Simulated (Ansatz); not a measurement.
`CC[N](C)[Hf]([F])([F])[N](C)CC` and `CC[N](C)[Hf]([F])([F])[F]` differ in one atom or group.

Ansatz, PBE0-D4/def2-TZVP geometries, multiplicity 1. Each molecule was computed in one conformer, which needn't be the lowest.

Elements past krypton have def2 core potentials.

| property | `CC[N](C)[Hf]([F])([F])[N](C)CC` |
| --- | --- |
| size of the dipole moment (PBE/def2-TZVPP) / D | 2.72 |
| HOMO–LUMO gap (ωB97M-V/def2-TZVPP) / eV | 10.03 |
| HOMO energy (PBE/def2-TZVPP) / eV | -5.16 |
| LUMO energy (PBE/def2-TZVPP) / eV | -0.71 |
| HOMO–LUMO gap (PBE0/def2-TZVPP) / eV | 6.61 |
| size of the dipole moment (ωB97M-V/def2-TZVPP) / D | 2.67 |

(1) Give the same properties after the change, and the shifts. (Estimate.)

Answers

(1) Computed: 
| property | `CC[N](C)[Hf]([F])([F])[F]` | shift |
| --- | --- | --- |
| size of the dipole moment (PBE/def2-TZVPP) / D | 2.77 | 0.05 |
| HOMO–LUMO gap (ωB97M-V/def2-TZVPP) / eV | 10.05 | 0.02 |
| HOMO energy (PBE/def2-TZVPP) / eV | -5.68 | -0.52 |
| LUMO energy (PBE/def2-TZVPP) / eV | -1.20 | -0.49 |
| HOMO–LUMO gap (PBE0/def2-TZVPP) / eV | 6.64 | 0.03 |
| size of the dipole moment (ωB97M-V/def2-TZVPP) / D | 2.68 | 0.01 |

Dipoles are sizes alone; their direction can turn.
